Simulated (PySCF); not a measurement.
Bonding in `CNC(=O)[C@H](C)C(N)=O`

Species: C₅H₁₀N₂O₂.
SMILES with atom numbers: `[CH3:1][NH:2][C:3](=[O:4])[C@H:5]([CH3:6])[C:7]([NH2:8])=[O:9]` (hydrogens: H10, H11, H12 on C1; H13 on N2; H14 on C5; H15, H16, H17 on C6; H18, H19 on N8)

Structure used (GFN2-xTB), in Å, numbered top down from 1:
```
atom  x, y, z in Å
C1     2.813    0.368   -0.228
N2     1.407    0.050   -0.237
C3     0.662    0.052    0.878
O4     1.087    0.243    1.999
C5    -0.822   -0.272    0.627
C6    -0.963   -1.729    0.172
C7    -1.379    0.653   -0.438
N8    -2.410    1.430   -0.050
O9    -0.934    0.694   -1.570
H10    3.002    1.322   -0.726
H11    3.132    0.436    0.811
H12    3.379   -0.416   -0.733
H13    0.921    0.058   -1.126
H14   -1.343   -0.132    1.578
H15   -0.473   -2.391    0.882
H16   -0.512   -1.865   -0.808
H17   -2.015   -2.002    0.109
H18   -2.804    2.079   -0.712
H19   -2.755    1.431    0.893
```

Bond orders from the PBE0/pcSseg-1 density (PySCF). Geometry: GFN2-xTB, one conformer, isolated molecule.

(1) How far do the computed orders between heavy atoms stray from the drawn ones?

(2) Give the Mayer order of every bond between heavy atoms, beside its length.

## Answers

(1) The largest departure is 0.223, at C7–N8 (drawn single, 1.223). Drawn single, order above 1.12: N2–C3 (1.179) and C7–N8 (1.223).

(2) 
```json
{"bond": "C1–N2", "drawn as": "single", "length (Å)": "1.441", "Mayer order": "0.950"}
{"bond": "N2–C3", "drawn as": "single", "length (Å)": "1.341", "Mayer order": "1.179"}
{"bond": "C3–O4", "drawn as": "double", "length (Å)": "1.214", "Mayer order": "1.914"}
{"bond": "C3–C5", "drawn as": "single", "length (Å)": "1.539", "Mayer order": "0.935"}
{"bond": "C5–C6", "drawn as": "single", "length (Å)": "1.533", "Mayer order": "1.005"}
{"bond": "C5–C7", "drawn as": "single", "length (Å)": "1.518", "Mayer order": "0.896"}
{"bond": "C7–N8", "drawn as": "single", "length (Å)": "1.348", "Mayer order": "1.223"}
{"bond": "C7–O9", "drawn as": "double", "length (Å)": "1.217", "Mayer order": "1.846"}
```

Bonds between the same two heavy elements. C–N: lowest C1–N2 (0.950, 1.441 Å), highest C7–N8 (1.223, 1.348 Å); in 1 of the 3 pairs the longer bond (by over 0.003 Å) has the higher order (by 0.02 or more). C–O: lowest C7–O9 (1.846, 1.217 Å), highest C3–O4 (1.914, 1.214 Å). C–C: lowest C5–C7 (0.896, 1.518 Å), highest C5–C6 (1.005, 1.533 Å); in 2 of the 3 pairs the longer bond (by over 0.003 Å) has the higher order (by 0.02 or more).

**Question.** And the bonds to hydrogen?

**Answer.** C–H: 0.95 to 0.97 (7 bonds); H–N: 0.89 to 0.94 (3 bonds).

**Question.** Sum the orders of all bonds at each heavy atom with more than one neighbour and set the sums beside the valence in the SMILES.

**Answer.** C1 3.841 (drawn 4), N2 3.015 (drawn 3), C3 4.028 (drawn 4), C5 3.783 (drawn 4), C6 3.888 (drawn 4), C7 3.965 (drawn 4), N8 3.088 (drawn 3). Orders between atoms that aren't bonded are not in these sums.

For a closed shell the Mayer order of atoms A and B is Σ (PS)μν (PS)νμ over the basis functions μ on A and ν on B, with P the density and S the overlap matrix.

These values come from a run that also computed NMR shieldings. Hardware: one thread of an Arm Neoverse V1, shared host. Cost: 62 s (with the writing of density and orbital grids), 0.90 GiB resident at most.
